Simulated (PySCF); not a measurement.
**A run with a changed setting**

The sound run of [Er(O2)2]− (singlet in the valence; each metal's 4f electrons, 11 of them, lie in its core potential, out of spins and levels) uses PySCF 2.14.0, RKS r2SCAN, Er lcecp-1-SVP with ECP57, O def2-SVP; non-relativistic Hamiltonian with scalar-relativistic core potentials where named; density fitting; no spin-orbit coupling, grid (50, 194), threshold 1e-8 and 55 cycles at the relaxed geometry. This run, with dm0 from free metal ions and neutral atoms, differs:

```python
mol = gto.M(atom='''
Er    -0.00000     0.00000    -0.00000
O      0.53852     0.53852     1.96663
O     -0.53852    -0.53852     1.96663
O      0.53852    -0.53852    -1.96663
O     -0.53852     0.53852    -1.96663''',
    basis={'Er': 'lcecp-1-SVP', 'O': 'def2-SVP'},
    ecp={'Er': 'lcecp-1-SVP'},
    charge=-1, spin=0)
mf = dft.RKS(mol, xc='R2SCAN')
mf.grids.atom_grid = (50, 194)  # f atoms: unpruned, at least (60, 302)
mf = mf.density_fit()  # fitting sets: Er AutoAux, O def2-universal-JKFIT
mf.conv_tol = 1e-08; mf.max_cycle = 3
mf.kernel(dm0)
```

**Question.** What was changed, and how did it end?

**Answer.** The cycle limit was cut. The SCF did not converge. These settings are unsound on purpose: the numbers aren't the compound's.
```
init E= -348.653451564773
cycle= 1 E= -336.782299698729  delta_E= 11.9  |g|= 2.77  |ddm|= 3.93
cycle= 2 E= -331.52256174655  delta_E= 5.26  |g|= 5.02  |ddm|= 5.86
cycle= 3 E= -335.598022652618  delta_E= -4.08  |g|= 2.92  |ddm|= 4.86
SCF not converged.
```

Run from Python with OMP_NUM_THREADS=2; the lines above give its settings.
It took 1 s on 2 threads of Arm Neoverse V1 (shared host).

No frequency check is given that shows the relaxed geometry to be a minimum. An lcecp potential fixes the number of 4f electrons, so in runs with it no electron can move into or out of that shell.
